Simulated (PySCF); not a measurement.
Cartesian coordinates in Å; atom numbers follow the order of the lines, from 1:
```xyz
17

N    -2.0495   -0.5419    1.7645
C    -1.7719    0.1450    0.7536
C    -0.8087   -0.1755   -0.3573
N    -1.3435    0.2694   -1.6340
C     0.5135    0.4889    0.0212
C     1.4185   -0.2154    1.0401
Si    2.1666   -0.1052   -0.6828
H    -1.5997   -1.4572    1.7963
H    -2.2356    1.1269    0.6940
H    -0.6640   -1.2615   -0.4216
H    -1.5223    1.2685   -1.6081
H    -0.6650    0.0987   -2.3697
H     0.3838    1.5539    0.2010
H     1.7875    0.3953    1.8521
H     1.0591   -1.1684    1.4040
H     3.1850    0.8902   -0.9561
H     2.1392   -1.2997   -1.5070
```

Level of theory: GFN2-xTB structure, PBE0/pcSseg-1 with gauge-including orbitals, in PySCF 2.14.0 with density-fitted response routines (no solvent model, no relativistic terms, a single conformation, fast rotation and ring inversion assumed for equivalent nuclei).

Chemical shifts δ = σref − σ; ¹³C and ¹H and ²⁹Si vs TMS; ¹⁵N vs NH3, all at this level.

```
  atoms  nucleus  count  δ (ppm)
     C5      ¹³C      1     25.7
     C2      ¹³C      1        ?
    H13       ¹H      1     1.06
    H14       ¹H      1     0.78
    H17       ¹H      1        ?
    Si7     ²⁹Si      1   -146.1
    H16       ¹H      1        ?
     H8       ¹H      1        ?
H11/H12       ¹H      2     0.85
    H15       ¹H      1     0.38
     C6      ¹³C      1        ?
     H9       ¹H      1     7.71
     C3      ¹³C      1     68.2
    H10       ¹H      1     1.89
     N1      ¹⁵N      1    345.9
     N4      ¹⁵N      1     56.1
```

Question: Estimate the values marked ?.

Answer: 
- C2: 178.7 ppm, C=N carbon
- C6: 0.8 ppm, three-membered-ring carbon; carbons of three-membered rings are unusually shielded
- H8: 10.24 ppm, hydrogen on an imine nitrogen; exchangeable; this is the value without hydrogen bonding to other molecules
- H16: 2.67 ppm, hydrogen on a silicon bonded to 2 C, in a 3-membered ring
- H17: 2.48 ppm, hydrogen on a silicon bonded to 2 C, in a 3-membered ring

Exchangeable OH/NH protons stand at their gas-phase positions; hydrogen bonding in a real sample shifts them, mostly to higher δ. Shifts are as computed. Against solution values, carbons near 30 ppm lie about +3 ppm off and those near 130 ppm about +5 ppm. Of 1309 compounds with measured shifts, 239 miss one by over three times the rms of a fit or turn the order of signals round; such compounds aren't used in these exercises. Experimental scales use liquid or dissolved standards, which lie at an offset from isolated NH3 (liquid NH3: subtract about 20 ppm). Unscaled 15N shifts of sp2 nitrogen come out 20 to 40 ppm too high even then.
